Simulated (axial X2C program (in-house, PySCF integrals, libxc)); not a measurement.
Potential curves of ZrTe, two-component

Computed with an in-house relativistic program for diatomic molecules. Two-component (2c) means X2C with spin–orbit coupling and atomic mean-field two-electron Coulomb and Gaunt terms. Basis: Te dyall-cv3z [11s12p8d4f1g], Zr dyall-cv3z [11s12p9d6f3g] (cores contracted in-house); Gaussian nuclei, density fitting, unrestricted open shells. Masses: Te 129.906 u, Zr 89.905 u.

State: Ω = 1 (⟨Sz⟩ = -1.00, ⟨Lz⟩ = 2.00 at PBE0). Energies in eV from the lowest point of each curve. Fits are polynomials in 1 − R0/R over 0.85 to 1.23 times the lowest point R0.

| R (Å) | PBE0 |
| --- | --- |
| 2.3923 | 0.2058 |
| 2.4686 | 0.0406 |
| 2.5450 | 0.0000 |
| 2.6341 | 0.0694 |
| 2.7231 | 0.2282 |
| 2.8377 | 0.5169 |

Occupations by symmetry block were frozen at the best pattern of an incomplete PBE0 search. Density functionals use the spin component along the axis (collinear). PBE0 can misorder states that lie within some tenths of an eV, so this need not be the ground state of the molecule. The nearest other 2c determinant of the search, Ω = 3, lies 0.08 eV up at the distance of the search. Without a current term, density functionals place determinants with orbital angular momentum somewhat too high. With several unpaired electrons one determinant need not be a pure state. The determinant is spin-polarised beyond a pure state at some levels (its spin-free form has ⟨S²⟩ too high), which makes Re and μ there less reliable.

Q: What are Re and ωe at the PBE0 level?

A: At PBE0, 2c: Re = 2.536 Å, ωe ≈ 291 cm⁻¹; Be follows as 0.0493 cm⁻¹.
